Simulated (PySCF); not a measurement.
C2H7NSi2, SMILES C(C[SiH2][SiH3])#N.

Coordinates come from a PBE-D3(BJ)/def2-SVP optimisation. The structure was generated by enumeration, and PubChem lists no compound with its InChIKey, so it may never have been made. One conformer was computed; it need not be the lowest.

The numbers are results of PBE-D3(BJ)/def2-SVP run with PySCF, not measurements.

Frequencies are harmonic and unscaled.

Q: Estimate the vibrational spectrum. (Estimate from the structure and the level; the computed values follow.)

A: 
| mode | ν (cm⁻¹) | IR (km/mol) | moving atoms (share of kinetic energy) |
|---|---|---|---|
| 1 | 46 | 3.9 | N 34 %, Si 31 %, H 24 %, C 10 % |
| 2 | 85 | 0.9 | H 80 %, N 11 % |
| 3 | 108 | 1.3 | H 33 %, C 26 %, Si 24 %, N 17 % |
| 4 | 168 | 5.7 | Si 32 %, C 26 %, H 21 %, N 21 % |
| 5 | 339 | 9.9 | H 84 %, C 9 % |
| 6 | 370 | 2.0 | C 46 %, H 38 %, N 15 % |
| 7 | 407 | 3.1 | Si 69 %, H 20 %, C 9 % |
| 8 | 450 | 7.6 | C 47 %, H 23 %, Si 22 %, N 8 % |
| 9 | 477 | 8.0 | H 76 %, Si 13 %, C 9 % |
| 10 | 540 | 1.2 | H 56 %, Si 28 %, C 13 % |
| 11 | 632 | 0.8 | H 60 %, C 25 %, Si 13 % |
| 12 | 650 | 5.8 | H 76 %, C 19 % |
| 13 | 744 | 116.9 | H 61 %, C 23 %, Si 15 % |
| 14 | 792 | 235.3 | H 76 %, C 17 % |
| 15 | 844 | 30.5 | H 82 %, Si 11 % |
| 16 | 888 | 17.0 | H 96 % |
| 17 | 899 | 28.5 | H 98 % |
| 18 | 905 | 70.3 | H 97 % |
| 19 | 958 | 0.7 | C 46 %, H 32 %, N 23 % |
| 20 | 1110 | 5.2 | H 86 %, C 13 % |
| 21 | 1124 | 10.9 | H 58 %, C 40 % |
| 22 | 1356 | 11.8 | H 89 %, C 10 % |
| 23 | 2152 | 72.5 | H 98 % |
| 24 | 2157 | 38.2 | H 98 % |
| 25 | 2167 | 31.3 | H 96 % |
| 26 | 2173 | 102.5 | H 96 % |
| 27 | 2184 | 77.4 | H 96 % |
| 28 | 2285 | 23.0 | C 62 %, N 37 % |
| 29 | 2988 | 0.8 | H 95 % |
| 30 | 3047 | 1.2 | H 90 %, C 10 % |
